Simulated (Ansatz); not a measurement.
Single points on Pd3H3⁺.

```yaml
crystal:
  periodic: [false, false, false]
  atoms:
    - {symbol: Pd, position_ang: [-1.307400, -0.749111, 0.605888]}
    - {symbol: Pd, position_ang: [0.652631, 1.113317, 0.985968]}
    - {symbol: Pd, position_ang: [-0.156817, 0.480036, -1.543572]}
    - {symbol: H, position_ang: [-0.495226, -0.971536, -0.820656]}
    - {symbol: H, position_ang: [1.130669, 0.573469, -0.505420]}
    - {symbol: H, position_ang: [0.176142, -0.446174, 1.277781]}
basis:
  gaussian: {orbitals: def2-TZVP, initial_orbitals: start.molden}
total_charge: 1
hamiltonian: {xc: pbe0, dispersion: d4}
scf: {omitted_lower_state_checks: [starts]}
output: {orbitals: {seedname: orbitals}}
```

The file start.molden holds the orbitals of an earlier run on this structure, at another level or in another basis.

```sh
$ ansatz run in.yaml --threads 4 --pin off --events-out ev --progress --plain --max-ram 3916MiB
```

Output, abridged:

```
Functional definition: PBE0
1347 factors; their error is unknown
mean field evaluation 1: about -10482.8819 eV, gradient 1.3e1 eV
mean field evaluation 2: about -10483.0205 eV, gradient 1.6e-1 eV
mean field evaluation 4: about -10483.1804 eV, gradient 3.5e-4 eV
mean field -10483.18041614 eV, -385.2497745384 hartree, gradient 8.4e-6 eV, S^2 0.000000; 0 other end points of the search recorded, 0 dependent functions left out
reference -10483.18046075 eV, -385.2497761776 hartree; 28, 28 occupied and 110, 110 virtual orbitals, 1347 factors
Total energy: -10483.36832586 eV, -385.2566800930 hartree
Checks for a lower state left out: starts
```

Run time 2.2 s (4 threads of Arm Neoverse V2 on a shared host).

The first input with `hamiltonian: {xc: {text: "exchange = 0.90*pbe_x + 0.10*exact_x\ncorrelation = pbe_c"}}` (abridged; 2.2 s):

```
Functional definition: unnamed
mean field -10485.07396086 eV, -385.3193610231 hartree, gradient 1.1e-5 eV, S^2 0.000000
Total energy: -10485.07401651 eV, -385.3193630683 hartree
Checks for a lower state left out: starts
```

The first input with `hamiltonian: {xc: {name: BHLYP}, dispersion: d4}` (abridged; 2.9 s):

```
Functional definition: BHLYP
mean field -10473.69701123 eV, -384.9012658361 hartree, gradient 1.8e-5 eV, S^2 0.000000
Total energy: -10474.05593843 eV, -384.9144561673 hartree
Checks for a lower state left out: starts
```

First input, but with `hamiltonian: {xc: {text: "exchange = 0.85*pbe_x + 0.15*exact_x\ncorrelation = pbe_c"}}` (abridged; 2.1 s):

```
Functional definition: unnamed
mean field -10484.42762837 eV, -385.2956087424 hartree, gradient 6.2e-6 eV, S^2 0.000000
Total energy: -10484.42768028 eV, -385.2956106501 hartree
Checks for a lower state left out: starts
```

The first input with `gaussian: {orbitals: STO-3G}`, `hamiltonian: {xc: hf}` (abridged; 6 s):

```
Functional definition: HF
mean field evaluation 16: about -399171.5246 eV, gradient 1.0e1 eV
mean field evaluation 32: about -399172.9734 eV, gradient 3.9e-4 eV
mean field -399172.97339570 eV, -14669.3362031327 hartree, gradient 8.0e-6 eV, S^2 0.000000
Total energy: -399172.97339570 eV, -14669.3362031327 hartree
Checks for a lower state left out: starts
```

The first input with `gaussian: {orbitals: def2-SVP, initial_orbitals: start.molden}` (abridged; 1.6 s):

```
Functional definition: PBE0
mean field -10480.44903903 eV, -385.1493982809 hartree, gradient 2.5e-5 eV, S^2 0.000000
Total energy: -10480.63696863 eV, -385.1563045664 hartree
Checks for a lower state left out: starts
```

The first input with `hamiltonian: {xc: {name: B3LYP}, dispersion: d4}` (abridged; 2.6 s):

```
Functional definition: B3LYP
mean field -10487.85405807 eV, -385.4215277112 hartree, gradient 9.3e-6 eV, S^2 0.000000
Total energy: -10488.22791486 eV, -385.4352666950 hartree
Checks for a lower state left out: starts
```

Geometry: PBE-D4/def2-TZVP.

In the def2 sets Pd takes a core potential, while STO-3G treats all electrons; there is no spin–orbit coupling. B3LYP takes the VWN-RPA correlation. The restricted singlet is unstable towards broken spin symmetry in Hartree–Fock (as tested in another run); at BHLYP-D4/def2-TZVP, HF/STO-3G this wasn't settled. The structure comes from a short search, and lower isomers may exist.
